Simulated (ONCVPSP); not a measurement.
# u(r) = r·R(r): atom against pseudo-atom (magnesium)

Columns: radius, all-electron u(r) and pseudo u(r) of the 2s shell (level -79.85 eV) of magnesium in the configuration [He] 2s2 2p6 3s2; PBE, scalar-relativistic, ONCV scheme, ONCVPSP 4.0.1.

```json
{"r (bohr)": "0.053", "all-electron": "-0.5424", "pseudo": "0.1764"}
{"r (bohr)": "0.105", "all-electron": "-0.4616", "pseudo": "0.3455"}
{"r (bohr)": "0.158", "all-electron": "-0.1466", "pseudo": "0.5099"}
{"r (bohr)": "0.210", "all-electron": "0.2103", "pseudo": "0.6597"}
{"r (bohr)": "0.262", "all-electron": "0.5351", "pseudo": "0.7946"}
{"r (bohr)": "0.315", "all-electron": "0.8022", "pseudo": "0.9138"}
{"r (bohr)": "0.368", "all-electron": "0.9986", "pseudo": "1.0120"}
{"r (bohr)": "0.420", "all-electron": "1.1279", "pseudo": "1.0863"}
{"r (bohr)": "0.473", "all-electron": "1.2041", "pseudo": "1.1383"}
{"r (bohr)": "0.525", "all-electron": "1.2351", "pseudo": "1.1663"}
{"r (bohr)": "0.578", "all-electron": "1.2329", "pseudo": "1.1728"}
{"r (bohr)": "0.630", "all-electron": "1.2057", "pseudo": "1.1593"}
{"r (bohr)": "0.683", "all-electron": "1.1602", "pseudo": "1.1281"}
{"r (bohr)": "0.735", "all-electron": "1.1035", "pseudo": "1.0835"}
{"r (bohr)": "0.788", "all-electron": "1.0381", "pseudo": "1.0274"}
{"r (bohr)": "0.840", "all-electron": "0.9700", "pseudo": "0.9650"}
{"r (bohr)": "0.893", "all-electron": "0.8991", "pseudo": "0.8973"}
{"r (bohr)": "0.945", "all-electron": "0.8300", "pseudo": "0.8295"}
{"r (bohr)": "0.998", "all-electron": "0.7614", "pseudo": "0.7613"}
{"r (bohr)": "1.050", "all-electron": "0.6968", "pseudo": "0.6967"}
{"r (bohr)": "1.102", "all-electron": "0.6356", "pseudo": "0.6355"}
{"r (bohr)": "1.155", "all-electron": "0.5770", "pseudo": "0.5769"}
{"r (bohr)": "1.208", "all-electron": "0.5224", "pseudo": "0.5223"}
{"r (bohr)": "1.260", "all-electron": "0.4728", "pseudo": "0.4728"}
{"r (bohr)": "1.313", "all-electron": "0.4262", "pseudo": "0.4262"}
{"r (bohr)": "1.365", "all-electron": "0.3843", "pseudo": "0.3843"}
```

**Question.** How many radial nodes do the two functions have?

**Answer.** The all-electron 2s function has n − l − 1 = 1; the pseudo-wave has 0, since the states of the same l below it are removed with the core.

**Question.** At about which radius was the pseudo-wave matched?

**Answer.** 1.05 bohr. The columns agree to 0.0005 from 0.94 bohr on; several derivatives are matched, so the curves merge somewhat inside the radius.

**Question.** Is the pseudo-wave norm-conserving?

**Answer.** Yes: the ONCV scheme keeps the norm inside the radius equal to the all-electron one, which fixes the energy derivative of the logarithmic derivative at the level.
